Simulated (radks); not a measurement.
Pb3+, 79 electrons, occupied as [Xe] 4f12 5d10 6s1 6p2 (not the ground configuration). Method: Dirac Kohn-Sham, PBE, spin-unpolarised, spherical densities, point nucleus; open shells fill j = l - 1/2 first; computed with a radial shooting solver on a logarithmic mesh with Libxc functionals.

Radial electron density D(r) = 4 pi r^2 rho(r):

```
   r/bohr * D(r) (the largest magnitude, 154, reaches the edge; | marks zero)
  0.00273 |                *
 0.003178 |                   *
   0.0037 |                       *
 0.004307 |                           *
 0.004974 |                              *
 0.005791 |                                  *
 0.006741 |                                     *
 0.007848 |                                        *
 0.009063 |                                         *
  0.01055 |                                          *
  0.01228 |                                          *
   0.0143 |                                        *
  0.01651 |                                       *
  0.01923 |                                     *
  0.02238 |                                     *
  0.02606 |                                       *
  0.03009 |                                          *
  0.03503 |                                               *
  0.04078 |                                                   *
  0.04748 |                                                      *
  0.05483 |                                                     *
  0.06383 |                                                  *
  0.07431 |                                             *
  0.08651 |                                           *
  0.09991 |                                            *
   0.1163 |                                                *
   0.1354 |                                                   *
   0.1576 |                                                *
    0.182 |                                        *
   0.2119 |                                *
   0.2467 |                            *
   0.2872 |                              *
   0.3317 |                                 *
   0.3862 |                                *
   0.4496 |                          *
   0.5233 |                  *
   0.6044 |            *
   0.7036 |          *
   0.8191 |         *
   0.9536 |        *
    1.101 |      *
    1.282 |    *
    1.493 |  *
    1.738 | *
    2.007 |*
    2.336 |*
     2.72 *
    3.166 *
    3.656 *
    4.257 *
    4.955 *
    5.769 *
    6.662 *
```

D(r) has 4 maxima, at r = 0.0107, 0.0494, 0.136, 0.348 bohr, and minima at 0.0212, 0.0879, 0.251 bohr, inside which lie 2.03, 11.04, 30.04 electrons.
